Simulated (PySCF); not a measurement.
C4H4ClFO.
Atom-mapped SMILES: `[OH:1][CH2:2][C@:3]1([Cl:4])[CH:5]=[C:6]1[F:7]` (hydrogens: H8 on O1; H9, H10 on C2; H11 on C5)

Computed by this run: PySCF 2.14.0, PBE0-D3(BJ)/def2-SVP geometry optimisation, gas phase; density fitting, grid level 1; the optimiser is geomeTRIC in internal coordinates, started from a GFN2-xTB structure.

Step 2: E = -21472.5606 eV
```
atom  x, y, z in Å  |  force x, y, z in eV/Å
O1     -1.9086   -0.7902   -0.1562   -0.011   0.037   0.018
C2     -1.0820    0.3288   -0.0796    0.034  -0.064   0.102
C3      0.3445   -0.0383    0.2988   -0.172   0.052  -0.421
Cl4     0.3135   -0.8491    1.9284    0.041  -0.050   0.044
C5      1.5633    0.7418   -0.1110   -0.167   0.143   0.128
C6      1.3547   -0.4113   -0.6701    0.054  -0.034   0.090
F7      1.7265   -1.3106   -1.5248    0.056  -0.025   0.036
H8     -1.8522   -1.2342    0.7003    0.007  -0.011  -0.001
H9     -1.4632    1.0890    0.6316    0.038   0.005   0.032
H10    -1.0574    0.7924   -1.0786    0.009  -0.005   0.011
H11     2.0703    1.6867    0.0574    0.111  -0.048  -0.039
```

Step 3: E = -21472.5749 eV
```
atom  x, y, z in Å  |  force x, y, z in eV/Å
O1     -1.9396   -0.7724   -0.1463    0.005   0.028  -0.013
C2     -1.0940    0.3316   -0.0775   -0.035  -0.016   0.033
C3      0.3320   -0.0434    0.2636    0.030   0.016  -0.160
Cl4     0.2998   -0.8595    1.8959    0.064  -0.076   0.141
C5      1.5486    0.7501   -0.1247   -0.095   0.045   0.027
C6      1.3734   -0.4161   -0.6695   -0.010  -0.005  -0.026
F7      1.7995   -1.3329   -1.4802   -0.006   0.006   0.019
H8     -1.8542   -1.2398    0.6954    0.011   0.007   0.004
H9     -1.4321    1.0804    0.6678   -0.011   0.013  -0.026
H10    -1.0933    0.8186   -1.0646   -0.008  -0.005  -0.031
H11     2.0695    1.6883    0.0364    0.056  -0.013   0.031
```

Problem. Estimate the geometry and energy of step 4. (The exact step hangs on the optimiser's Hessian estimate; all steps are aligned on step 3, rigid shifts and turns removed.)

Solution. E = -21472.5770 eV, largest force 0.098 eV/Å
```
atom  x, y, z in Å  |  force x, y, z in eV/Å
O1     -1.9469   -0.7689   -0.1450    0.006  -0.010   0.025
C2     -1.0976    0.3311   -0.0801   -0.015  -0.009   0.056
C3      0.3289   -0.0457    0.2597    0.063   0.017  -0.074
Cl4     0.3200   -0.8675    1.8974   -0.034  -0.024   0.034
C5      1.5432    0.7521   -0.1230   -0.051   0.020  -0.037
C6      1.3722   -0.4137   -0.6713    0.018   0.022  -0.028
F7      1.8065   -1.3322   -1.4755   -0.012   0.003   0.008
H8     -1.8586   -1.2340    0.6978   -0.004  -0.009   0.001
H9     -1.4325    1.0840    0.6623   -0.010   0.014  -0.018
H10    -1.0981    0.8146   -1.0696    0.016  -0.007  -0.006
H11     2.0723    1.6853    0.0435    0.024  -0.018   0.039
```

The energy changes by -0.0021 eV. The first-order estimate −F·Δx gives -0.0043 eV and the mean of the old and new forces, exact on a quadratic surface, -0.0023 eV. The step makes an angle of 60° with the force vector and moves no atom by more than 0.022 Å.

The cost below is that of the whole optimisation. The run took 33 s on an Arm Neoverse V2 with one thread, on a shared host, and the process peaked at 0.57 GiB of memory.
